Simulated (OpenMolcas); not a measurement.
# How basis sets differ on AlClF2 (SMILES [F][Al]([F])[Cl])

AlClF2: 4 atoms, total charge 0, spin state singlet. SMILES: `[F][Al]([F])[Cl]`. Geometry: relaxed at PBE0-D4/def2-TZVP.

```csv
atom,x (Å),y (Å),z (Å)
F,0.9972,0.7218,1.1496
Al,0.0693,-0.0508,0.0536
F,0.2735,-1.6538,-0.1647
Cl,-1.3400,0.9828,-1.0386
```

Each level gives the dipole moment (D). The values are calculated.

| level | kind | program | value (D) | CPU time |
| --- | --- | --- | --- | --- |
| BP86/ANO-RCC-MB (DKH2) | GGA | OpenMolcas | 0.51 | 3.5 s |
| BP86/ANO-RCC-VDZ (DKH2) | GGA | OpenMolcas | 0.51 | 4.6 s |
| BP86/ANO-RCC-VDZP (DKH2) | GGA | OpenMolcas | 0.78 | 9.5 s |
| BP86/ANO-RCC-VTZP (DKH2) | GGA | OpenMolcas | 0.50 | 41 s |

The values span 0.50 to 0.78 D. Magnitudes only: a small dipole may point the other way at some levels. CPU times are rough (shared hosts, several kinds of processor): they show what a rung costs within a factor of a few.
